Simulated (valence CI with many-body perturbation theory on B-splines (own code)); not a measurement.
The numbers below are computed, except where a source is named.
**Cs21+: what each term of the Hamiltonian does**

Level of theory: valence CI with perturbative core correlation (CI+MBPT): six valence electrons over a frozen Dirac-Fock core [Ar] 3d10, a basis of 9 s, 9 p, 8 d, 6 f, 3 g, 1 h functions for each j, with the one-electron correlation potential Σ1 (screened to all orders), the two-electron term Σ2, the three-electron term Σ3, Breit, model QED; selected single and double excitations, second order for the rest, scaled by the run's own slope (own B-spline code, finite nucleus).

No measured spectrum was set against this ion. As an estimate, levels hold to about 250 cm⁻¹ or 0.2 % of their energy and the worst to 1 %, as in measured heavy ions of charge 2 to 7; those with d or f electrons hold less well. Among the levels kept, up to 970 cm⁻¹ of a level comes from second order outside the variational space, and about a tenth of that is noise between levels of different J, which matters for small intervals.

Each rung adds one term. CI alone is the Dirac-Coulomb CI over the frozen core; QED comes last and gives the full result, which names the levels. Energies are above (4s^2 4p1/2^2 4p3/2^2) J=2 on the same rung, in cm⁻¹.

Levels are named by their leading jj configuration (3d3/2^4 stands for four electrons in 3d with j = 3/2), which in mixed levels can hold well under half, so a name can repeat and another be missing. Letters in brackets count levels of one name in rising energy.

```tsv
Level	CI alone	Σ1	Σ2	Σ3	Breit	QED	Full
(4s^2 4p1/2^2 4p3/2^2) J=0	41598	+60	-634	-196	+56	-12	40873
(4s^2 4p1/2 4p3/2^3) J=1	134405	+914	+722	+58	-1777	+250	134572
(4s^2 4p1/2 4p3/2^3) J=2	158891	+926	+314	-64	-1884	+233	158417
(4s^2 4p3/2^4) J=0	313672	+1830	+685	-147	-3551	+446	312936
(4s 4p1/2^2 4p3/2^3) J=2	566011	+781	+937	+426	-446	-2047	565661
(4s 4p1/2^2 4p3/2^3) J=1	611511	+806	+32	+385	-655	-1873	610207
(4s 4p1/2 4p3/2^4) J=0	696309	+894	+1323	+527	-1783	-1114	696154
(4s^2 4p1/2^2 4p3/2 4d3/2) J=2	701525	-212	-72	+416	-1361	-319	699978
(4s^2 4p1/2^2 4p3/2 4d3/2) J=3	710165	-136	-53	+430	-1644	-289	708474
(4s^2 4p1/2^2 4p3/2 4d3/2) J=0	717252	+572	+222	+368	-1581	-950	715882
(4s^2 4p1/2^2 4p3/2 4d3/2) J=1	723003	+87	-652	+390	-1560	-451	720817
(4s^2 4p1/2^2 4p3/2 4d5/2) J=4	733943	+117	-179	+463	-2331	-221	731791
(4s 4p1/2 4p3/2^4) J=1	752389	+1393	-413	+389	-2351	-1438	749968
(4s^2 4p1/2^2 4p3/2 4d5/2) J=2	755341	+233	-868	+433	-2307	-262	752570
(4s^2 4p1/2^2 4p3/2 4d5/2) J=3	788912	+198	-1281	+211	-2264	-214	785563
(4s^2 4p1/2^2 4p3/2 4d5/2) J=1	810910	+404	-584	+227	-2609	-164	808183
(4s^2 4p1/2 4p3/2^2 4d3/2) J=2 [a]	820339	+612	+533	+533	-3062	-93	818862
(4s^2 4p1/2 4p3/2^2 4d3/2) J=0	823933	+667	+431	+574	-3093	-98	822413
(4s^2 4p1/2 4p3/2^2 4d3/2) J=3 [a]	833389	+680	+467	+497	-3364	-72	831596
```

The middle columns are the shifts that each term adds.

How does the ionisation energy move along the ladder, and which term matters most?

CI alone 666.55, + Σ1 667.78, + Σ2 667.93, + Σ3 667.61, + Breit 667.28, + QED 667.27 eV. The largest step is Σ1, 1.23 eV. NIST lists 666 ± 4 eV (theoretical).
